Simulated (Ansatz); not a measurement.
Reactions of AlBrH$_{4}$N$_{2}$ (`[NH2][Al]([NH2])[Br]`).

Isolated molecules relaxed with PBE0-D4/def2-TZVP in Ansatz; ΔE leaves out vibrations. CBS: MP2 limit from def2 TZ/QZ plus the TZ coupled-cluster correction, frozen cores. This one scheme is used for every species. Functionals use def2-TZVPP. B3LYP here is the variant with VWN-RPA as its local correlation; programs differ in this. For Br, Ga, Mg, Sc outer-core shells are correlated without core-valence functions, which leaves a few kJ/mol of doubt a bond. Scalar relativity is left out up to krypton. One conformer a species, not always the lowest.

| reaction | CCSD(T)/CBS(def2) (kJ/mol) |
| --- | --- |
| `[NH2][Al]([NH2])[Br]` + CH₃OH → `C[O][Al]([NH2])[NH2]` + HBr | 42 |
| `[NH2][Al]([NH2])[Br]` + `CN(C)[SiH](O)O` → `[NH2][AlH][NH2]` + `CN(C)[Si](O)(O)Br` | ? |
| `[NH2][Al]([NH2])[Br]` + `[OH][Mg][Br]` → `[NH2][Al]([OH])[Br]` + `[NH2][Mg][Br]` | 19 |
| `[NH2][Al]([NH2])[Br]` + `C[O][Ga]([OH])[SH]` → `C[O][Al]([NH2])[NH2]` + `[OH][Ga]([SH])[Br]` | -27 |
| `[NH2][Al]([NH2])[Br]` + `N=C(O)[SiH3]` → `N=[C](O)[Al]([NH2])[NH2]` + `[SiH3]Br` | 74 |
| `[NH2][Al]([NH2])[Br]` + `[NH2][Ga]([Cl])[O][SiH3]` → `[NH2][Al]([NH2])[O][SiH3]` + `[NH2][Ga]([Cl])[Br]` | -45 |
| `[NH2][Al]([NH2])[Br]` + `B[SiH2][SiH2][SiH3]` → `[NH2][Al]([NH2])[SiH2][SiH3]` + `B[SiH2]Br` | ? |
| `[NH2][Al]([NH2])[Br]` + `[OH][Sc]([F])[Cl]` → `[NH2][Al]([Cl])[Br]` + `[NH2][Sc]([OH])[F]` | ? |
| `[NH2][Al]([NH2])[Br]` + `[Cl][Mg][Br]` → `[NH2][Al]([Br])[Br]` + `[NH2][Mg][Cl]` | 73 |
| `[NH2][Al]([NH2])[Br]` + H₂O → `[NH2][Al]([NH2])[OH]` + HBr | 40 |

**Question.** Fill in the missing values. (An estimate is asked.)

**Answer.** Ansatz gave: `[NH2][Al]([NH2])[Br]` + `CN(C)[SiH](O)O` → `[NH2][AlH][NH2]` + `CN(C)[Si](O)(O)Br`: +53.3 kJ/mol; `[NH2][Al]([NH2])[Br]` + `B[SiH2][SiH2][SiH3]` → `[NH2][Al]([NH2])[SiH2][SiH3]` + `B[SiH2]Br`: +74.0 kJ/mol; `[NH2][Al]([NH2])[Br]` + `[OH][Sc]([F])[Cl]` → `[NH2][Al]([Cl])[Br]` + `[NH2][Sc]([OH])[F]`: +40.6 kJ/mol.

Largest T1 diagnostic: 0.016, for `[NH2][Sc]([OH])[F]`.
